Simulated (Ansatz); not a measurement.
A first, cheap relaxation of CH5GeNS (`[SH][GeH]1[CH2][NH]1`).

```yaml
crystal:
  periodic: [false, false, false]
  atoms:
    - {symbol: S, position_ang: [-0.531100, 1.000400, -2.196300]}
    - {symbol: Ge, position_ang: [0.469400, 0.680900, -0.287500]}
    - {symbol: C, position_ang: [0.471300, -1.142400, 0.265200]}
    - {symbol: N, position_ang: [-0.552800, -0.458000, 0.794400]}
    - {symbol: H, position_ang: [-1.764900, 1.402600, -1.564200]}
    - {symbol: H, position_ang: [0.857500, 1.908000, 0.603400]}
    - {symbol: H, position_ang: [0.257000, -1.873400, -0.504600]}
    - {symbol: H, position_ang: [1.310800, -1.372800, 1.038400]}
    - {symbol: H, position_ang: [-0.428700, -0.191500, 1.834300]}
basis:
  gaussian: {orbitals: def2-SVP}
hamiltonian: {xc: pbe, dispersion: d4}
relax: {f_tol: 0.03, max_steps: 200}
```

```sh
$ ansatz run in.yaml --threads 4 --pin off --events-out ev --progress --plain --max-ram 10444MiB
```

It prints (some lines left out):

```
Functional definition: PBE
mean field -69931.63608097 eV, -2569.9402246102 hartree, gradient 3.1e-5 eV, S^2 0.000000; 0 other end points of the search recorded, 0 dependent functions left out
relax step   1: F+E_penalty+E_count = -69931.84009749 eV  Δ(F+E_penalty+E_count) = +0.000e0 eV  max|allowed force component| = 4.698e0 eV/Å  Δτ_max = 0.0000 Å  (29 SCF iters, accepted)
mean field -69932.19803314 eV, -2569.9608759717 hartree, gradient 2.1e-5 eV, S^2 0.000000; 0 other end points of the search recorded, 0 dependent functions left out
relax step   2: F+E_penalty+E_count = -69932.39735458 eV  Δ(F+E_penalty+E_count) = -5.573e-1 eV  max|allowed force component| = 1.432e0 eV/Å  Δτ_max = 0.1942 Å  (29 SCF iters, accepted)
mean field -69932.27593485 eV, -2569.9637388065 hartree, gradient 8.4e-6 eV, S^2 0.000000; 0 other end points of the search recorded, 0 dependent functions left out
relax step   3: F+E_penalty+E_count = -69932.47333008 eV  Δ(F+E_penalty+E_count) = -7.598e-2 eV  max|allowed force component| = 4.454e-1 eV/Å  Δτ_max = 0.1461 Å  (30 SCF iters, accepted)
mean field -69932.28965743 eV, -2569.9642431020 hartree, gradient 8.6e-6 eV, S^2 0.000000; 0 other end points of the search recorded, 0 dependent functions left out
relax step   4: F+E_penalty+E_count = -69932.48746524 eV  Δ(F+E_penalty+E_count) = -1.414e-2 eV  max|allowed force component| = 2.187e-1 eV/Å  Δτ_max = 0.0333 Å  (31 SCF iters, accepted)
mean field -69932.29273649 eV, -2569.9643562556 hartree, gradient 8.8e-6 eV, S^2 0.000000; 0 other end points of the search recorded, 0 dependent functions left out
relax step   5: F+E_penalty+E_count = -69932.49129500 eV  Δ(F+E_penalty+E_count) = -3.830e-3 eV  max|allowed force component| = 1.853e-1 eV/Å  Δτ_max = 0.0896 Å  (30 SCF iters, accepted)
mean field -69932.29493471 eV, -2569.9644370384 hartree, gradient 8.7e-6 eV, S^2 0.000000; 0 other end points of the search recorded, 0 dependent functions left out
relax step   6: F+E_penalty+E_count = -69932.49327776 eV  Δ(F+E_penalty+E_count) = -1.983e-3 eV  max|allowed force component| = 4.929e-2 eV/Å  Δτ_max = 0.0213 Å  (32 SCF iters, accepted)
mean field -69932.29520562 eV, -2569.9644469944 hartree, gradient 8.7e-6 eV, S^2 0.000000; 0 other end points of the search recorded, 0 dependent functions left out
relax step   7: F+E_penalty+E_count = -69932.49370498 eV  Δ(F+E_penalty+E_count) = -4.272e-4 eV  max|allowed force component| = 1.043e-1 eV/Å  Δτ_max = 0.0471 Å  (31 SCF iters, accepted)
mean field -69932.29371365 eV, -2569.9643921654 hartree, gradient 9.3e-6 eV, S^2 0.000000; 0 other end points of the search recorded, 0 dependent functions left out
relax step   8: F+E_penalty+E_count = -69932.49202261 eV  Δ(F+E_penalty+E_count) = +1.682e-3 eV  max|allowed force component| = 8.689e-2 eV/Å  Δτ_max = 0.0858 Å  (30 SCF iters, rejected (line search))
mean field -69932.29714010 eV, -2569.9645180852 hartree, gradient 8.7e-6 eV, S^2 0.000000; 0 other end points of the search recorded, 0 dependent functions left out
relax step   9: F+E_penalty+E_count = -69932.49556782 eV  Δ(F+E_penalty+E_count) = -1.863e-3 eV  max|allowed force component| = 3.841e-2 eV/Å  Δτ_max = 0.0419 Å  (31 SCF iters, accepted)
mean field -69932.29822011 eV, -2569.9645577748 hartree, gradient 8.5e-6 eV, S^2 0.000000; 0 other end points of the search recorded, 0 dependent functions left out
relax step  10: F+E_penalty+E_count = -69932.49695419 eV  Δ(F+E_penalty+E_count) = -1.386e-3 eV  max|allowed force component| = 7.685e-2 eV/Å  Δτ_max = 0.0978 Å  (30 SCF iters, accepted)
mean field -69932.29765467 eV, -2569.9645369951 hartree, gradient 8.3e-6 eV, S^2 0.000000; 0 other end points of the search recorded, 0 dependent functions left out
relax step  11: F+E_penalty+E_count = -69932.49660841 eV  Δ(F+E_penalty+E_count) = +3.458e-4 eV  max|allowed force component| = 2.593e-1 eV/Å  Δτ_max = 0.0854 Å  (30 SCF iters, rejected (line search))
mean field -69932.29905431 eV, -2569.9645884310 hartree, gradient 8.8e-6 eV, S^2 0.000000; 0 other end points of the search recorded, 0 dependent functions left out
relax step  12: F+E_penalty+E_count = -69932.49789514 eV  Δ(F+E_penalty+E_count) = -9.409e-4 eV  max|allowed force component| = 3.832e-2 eV/Å  Δτ_max = 0.0427 Å  (31 SCF iters, accepted)
mean field -69932.29960986 eV, -2569.9646088471 hartree, gradient 8.5e-6 eV, S^2 0.000000; 0 other end points of the search recorded, 0 dependent functions left out
relax step  13: F+E_penalty+E_count = -69932.49859333 eV  Δ(F+E_penalty+E_count) = -6.982e-4 eV  max|allowed force component| = 1.183e-1 eV/Å  Δτ_max = 0.0736 Å  (30 SCF iters, accepted)
mean field -69932.29991797 eV, -2569.9646201698 hartree, gradient 8.8e-6 eV, S^2 0.000000; 0 other end points of the search recorded, 0 dependent functions left out
relax step  14: F+E_penalty+E_count = -69932.49902299 eV  Δ(F+E_penalty+E_count) = -4.297e-4 eV  max|allowed force component| = 1.154e-1 eV/Å  Δτ_max = 0.0390 Å  (31 SCF iters, accepted)
mean field -69932.30019158 eV, -2569.9646302249 hartree, gradient 2.7e-5 eV, S^2 0.000000; 0 other end points of the search recorded, 0 dependent functions left out
relax step  15: F+E_penalty+E_count = -69932.49947549 eV  Δ(F+E_penalty+E_count) = -4.525e-4 eV  max|allowed force component| = 1.063e-1 eV/Å  Δτ_max = 0.0501 Å  (30 SCF iters, accepted)
mean field -69932.30054894 eV, -2569.9646433578 hartree, gradient 8.8e-6 eV, S^2 0.000000; 0 other end points of the search recorded, 0 dependent functions left out
relax step  16: F+E_penalty+E_count = -69932.49987085 eV  Δ(F+E_penalty+E_count) = -3.954e-4 eV  max|allowed force component| = 6.556e-2 eV/Å  Δτ_max = 0.0268 Å  (31 SCF iters, accepted)
mean field -69932.30068398 eV, -2569.9646483204 hartree, gradient 8.8e-6 eV, S^2 0.000000; 0 other end points of the search recorded, 0 dependent functions left out
relax step  17: F+E_penalty+E_count = -69932.50007614 eV  Δ(F+E_penalty+E_count) = -2.053e-4 eV  max|allowed force component| = 1.810e-2 eV/Å  Δτ_max = 0.0137 Å  (32 SCF iters, accepted)
mean field -69932.30068398 eV, -2569.9646483204 hartree, gradient 2.2e-5 eV, S^2 0.000000; 1 other end points of the search recorded, 0 dependent functions left out
Total energy: -69932.50010835 eV, -2569.9719770310 hartree
Atom 0 at    -0.624087     1.368385    -2.130201 Å, force    -0.016567    -0.003753     0.011202 eV/Å
Atom 1 at     0.481332     0.726090    -0.296841 Å, force    -0.009952    -0.014750     0.014338 eV/Å
Atom 2 at     0.526141    -1.121943     0.314936 Å, force     0.006213     0.005047    -0.008363 eV/Å
Atom 3 at    -0.669322    -0.382340     0.762430 Å, force     0.013759     0.018100    -0.004177 eV/Å
Atom 4 at    -1.805630     1.003811    -1.551907 Å, force     0.014885     0.004247    -0.008840 eV/Å
Atom 5 at     1.165342     1.839753     0.520420 Å, force     0.001493    -0.000812    -0.005457 eV/Å
Atom 6 at     0.334473    -1.893873    -0.453431 Å, force     0.000148    -0.003179     0.000822 eV/Å
Atom 7 at     1.299916    -1.421830     1.049524 Å, force    -0.001814     0.000031     0.002122 eV/Å
Atom 8 at    -0.619665    -0.164254     1.768170 Å, force    -0.008164    -0.004932    -0.001648 eV/Å
Dipole moment:     0.187227    -0.031906     0.338714 e Å
```

Hardware: 4 threads of an Arm Neoverse V2 on a shared host. Wall time 18 s, peak host memory 0.16 GiB.
